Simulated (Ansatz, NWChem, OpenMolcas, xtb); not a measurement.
Redistribution: BBrF2 + BH3 → BHF2 + BH2Br

Species: BBrF2 `FB(F)Br`, singlet; BH3 (borane) `B`, singlet; BHF2 `FBF`, singlet; BH2Br `BBr`, singlet. The partners trade Br for H; both sit on B, so the bond types are kept.

Shapes, held fixed at every level: PBE0-D4/def2-TZVP. Programs: Ansatz 0.2.0, NWChem 7.3.0, OpenMolcas 26.06, xtb 6.7.1. A level may come from different programs for different species; with the same settings they agree closely. The zero-point and thermal change to 298 K, harmonic and unscaled (PBE0-D4/def2-TZVP), is +3.7 kJ/mol.

```
                             level                    kind  ΔH(298 K) (kJ/mol)  less CCSD(T)/def2-TZVPP
                          GFN1-xTB          semi-empirical                -2.9                    +27.7
                  SPW92/def2-TZVPP                     LDA               -34.3                     -3.7
B3LYP/6-31G* (Cartesian functions)           global hybrid               -31.3                     -0.7
               BHLYP-D4/def2-TZVPP           global hybrid               -27.6                     +3.0
             r2SCAN0-D4/def2-TZVPP           global hybrid               -28.0                     +2.6
                wB97M-V/def2-TZVPP  range-separated hybrid               -27.5                     +3.1
                 B2PLYP/def2-TZVPP           double hybrid               -31.5                     -0.9
                   CCSD/def2-TZVPP   coupled cluster or CI               -29.7                     +0.9
                CCSD(T)/def2-TZVPP   coupled cluster or CI               -30.6                      0.0
```

The highest level, CCSD(T)/def2-TZVPP, gives ΔH(298 K) = -30.6 kJ/mol; the levels span -34.3 to -2.9. The column of differences is taken from that level and isn't an error. No measured value is set beside it here. Relativity is left out for Br. Outer-core shells of Br are correlated, in sets that cover them unevenly.
